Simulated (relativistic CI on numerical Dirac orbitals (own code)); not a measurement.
Tc⁶⁺: M2,3 absorption edge

Computed with this model: Dirac-Coulomb-Breit CI, KLI orbitals optimised for each configuration, model QED, valence Slater integrals scaled by 0.8, multiplet model of core-to-valence dipole absorption; configurations [Kr] 4d → [Ne] 3s2 3p5 3d10 4s2 4p6 4d2; 300 K; Lorentzian 3 eV and Gaussian 0.4 eV FWHM. Energies are those of the free ion, without screening or charge transfer. The branching ratio is the share of the lower-energy edge in the whole absorption, uncertain by about 0.02 where the edges overlap. S is read from ⟨S²⟩ = S(S + 1).

Field parameters in Wybourne normalisation: D3d B²₀ = −7Dσ, B⁴₀ = −14Dq − 21Dτ, B⁴₃ = −14√(10/7) Dq; D4h B²₀ = −7Ds, B⁴₀ = 21(Dq − Dt), B⁴₄ = 21√(5/14) Dq; Td as Oh with Dq negative (B⁴₀ = 21Dq, B⁴₄ = √(5/14) B⁴₀). The field is a parameter set, without covalency.

Computed curve for Td, 10Dq = -10350 cm⁻¹, scaled to 100 at the maximum (points under 2 are left out and the grid is thinned):

```json
{"Energy (eV)": "429.5", "Intensity": "2.1"}
{"Energy (eV)": "430.0", "Intensity": "2.3"}
{"Energy (eV)": "431.0", "Intensity": "2.7"}
{"Energy (eV)": "431.5", "Intensity": "3.0"}
{"Energy (eV)": "432.0", "Intensity": "3.3"}
{"Energy (eV)": "433.0", "Intensity": "4.2"}
{"Energy (eV)": "433.5", "Intensity": "4.7"}
{"Energy (eV)": "434.0", "Intensity": "5.3"}
{"Energy (eV)": "435.0", "Intensity": "7.1"}
{"Energy (eV)": "435.5", "Intensity": "8.4"}
{"Energy (eV)": "436.5", "Intensity": "12.1"}
{"Energy (eV)": "437.0", "Intensity": "15.0"}
{"Energy (eV)": "437.5", "Intensity": "18.9"}
{"Energy (eV)": "438.5", "Intensity": "32.1"}
{"Energy (eV)": "439.0", "Intensity": "41.8"}
{"Energy (eV)": "439.5", "Intensity": "53.4"}
{"Energy (eV)": "440.5", "Intensity": "82.7"}
{"Energy (eV)": "441.0", "Intensity": "95.4"}
{"Energy (eV)": "441.5", "Intensity": "100.0"}
{"Energy (eV)": "442.5", "Intensity": "83.4"}
{"Energy (eV)": "443.0", "Intensity": "68.1"}
{"Energy (eV)": "443.5", "Intensity": "53.0"}
{"Energy (eV)": "444.5", "Intensity": "30.6"}
{"Energy (eV)": "445.0", "Intensity": "23.6"}
{"Energy (eV)": "446.0", "Intensity": "15.2"}
{"Energy (eV)": "446.5", "Intensity": "12.7"}
{"Energy (eV)": "447.0", "Intensity": "10.7"}
{"Energy (eV)": "448.0", "Intensity": "7.8"}
{"Energy (eV)": "448.5", "Intensity": "6.8"}
{"Energy (eV)": "449.0", "Intensity": "6.0"}
{"Energy (eV)": "450.0", "Intensity": "4.9"}
{"Energy (eV)": "450.5", "Intensity": "4.6"}
{"Energy (eV)": "451.0", "Intensity": "4.3"}
{"Energy (eV)": "452.0", "Intensity": "4.0"}
{"Energy (eV)": "452.5", "Intensity": "3.9"}
{"Energy (eV)": "453.0", "Intensity": "3.9"}
{"Energy (eV)": "454.0", "Intensity": "4.1"}
{"Energy (eV)": "454.5", "Intensity": "4.3"}
{"Energy (eV)": "455.5", "Intensity": "5.1"}
{"Energy (eV)": "456.0", "Intensity": "5.8"}
{"Energy (eV)": "456.5", "Intensity": "6.7"}
{"Energy (eV)": "457.5", "Intensity": "10.0"}
{"Energy (eV)": "458.0", "Intensity": "12.8"}
{"Energy (eV)": "458.5", "Intensity": "16.7"}
{"Energy (eV)": "459.5", "Intensity": "26.2"}
{"Energy (eV)": "460.0", "Intensity": "30.6"}
{"Energy (eV)": "460.5", "Intensity": "34.0"}
{"Energy (eV)": "461.5", "Intensity": "34.2"}
{"Energy (eV)": "462.0", "Intensity": "31.5"}
{"Energy (eV)": "462.5", "Intensity": "27.6"}
{"Energy (eV)": "463.5", "Intensity": "17.8"}
{"Energy (eV)": "464.0", "Intensity": "13.5"}
{"Energy (eV)": "465.0", "Intensity": "8.1"}
{"Energy (eV)": "465.5", "Intensity": "6.6"}
{"Energy (eV)": "466.0", "Intensity": "5.5"}
{"Energy (eV)": "467.0", "Intensity": "4.0"}
{"Energy (eV)": "467.5", "Intensity": "3.4"}
{"Energy (eV)": "468.0", "Intensity": "3.0"}
{"Energy (eV)": "469.0", "Intensity": "2.3"}
{"Energy (eV)": "469.5", "Intensity": "2.0"}
```

The ground state has S = 0.50, and the centroid lies at 446.89 eV.
